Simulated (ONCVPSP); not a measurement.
## An all-electron radial function and its pseudo partner (C (Z = 6))

Columns: radius, all-electron u(r) and pseudo u(r) of the 2p shell (level -5.34 eV) of carbon in the configuration [He] 2s2 2p2; PW91, scalar-relativistic, ONCV scheme, ONCVPSP 4.0.1.

```
r (bohr)  all-electron  pseudo
   0.155        0.0982  0.0256
   0.310        0.2664  0.0986
   0.465        0.4213  0.2082
   0.620        0.5412  0.3389
   0.775        0.6260  0.4729
   0.930        0.6786  0.5938
   1.085        0.7041  0.6886
   1.240        0.7084  0.7498
   1.395        0.6974  0.7756
   1.550        0.6757  0.7694
   1.705        0.6469  0.7381
   1.860        0.6136  0.6902
   2.015        0.5779  0.6345
   2.170        0.5411  0.5778
   2.325        0.5044  0.5248
   2.480        0.4684  0.4777
   2.635        0.4337  0.4369
   2.790        0.4005  0.4012
   2.945        0.3691  0.3692
   3.100        0.3397  0.3397
   3.255        0.3123  0.3123
   3.410        0.2868  0.2868
   3.565        0.2633  0.2633
   3.720        0.2416  0.2416
   3.875        0.2216  0.2216
   4.030        0.2033  0.2033
```

(1) How many radial nodes do the two functions have?

(2) At about which radius was the pseudo-wave matched?

(3) Where does each function peak?

(4) Is the pseudo-wave norm-conserving?

## Answers

(1) The all-electron 2p function has n − l − 1 = 0; the pseudo-wave has 0.

(2) 3.10 bohr. The columns agree to 0.0005 from 2.94 bohr on; several derivatives are matched, so the curves merge somewhat inside the radius.

(3) Outermost all-electron maximum near 1.24 bohr, pseudo maximum near 1.40 bohr (to the table’s step).

(4) Yes: the ONCV scheme keeps the norm inside the radius equal to the all-electron one, which fixes the energy derivative of the logarithmic derivative at the level.
